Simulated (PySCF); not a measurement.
Shapes and spin states of [CoH2]+

Computed with PBE0 in PySCF with Co def2-TZVP, H def2-TZVP; no relativity; density-fitted integrals.

Relaxations began from a few typed shapes and spin states; open shells are unrestricted. The search is not exhaustive: other isomers or separated fragments can lie lower, and high-lying points may rest on an excited occupation.

| spin | group | bonds | angles | imaginary modes (cm⁻¹) | ΔE (kJ/mol) | ΔE with ZPE (kJ/mol) |
| --- | --- | --- | --- | --- | --- | --- |
| triplet | C2v | Co–H 1.796 Å (×2), H–H 0.794 Å | Co–H–H 77.2° (×2), H–Co–H 25.5° | none | 0.0 | 0.0 |
| quintet | C2v | H–H 0.761 Å |  | none | 103.4 | 100.1 |
| singlet (closed shell, unstable to spin polarisation) | C2v | Co–H 1.646 Å (×2), H–H 0.812 Å | Co–H–H 75.7° (×2), H–Co–H 28.6° | none | 217.7 | 220.4 |
| broken-symmetry Ms = 1 (⟨S²⟩ 3.06) | D∞h | Co–H 1.677 Å (×2) | H–Co–H 180.0° | 126i, 123i | 261.4 | – |

The lowest minimum found is the triplet C2v: Co–H 1.796 Å (×2), H–H 0.794 Å; Co–H–H 77.2° (×2), H–Co–H 25.5°.

For the lowest minimum: other spin states or occupations of the open shell can lie lower.

The electron or spin density has lower symmetry than the nuclear frame for the quintet C2v at 103.4 kJ/mol, broken-symmetry Ms = 1 (⟨S²⟩ 3.06) D∞h at 261.4 kJ/mol.
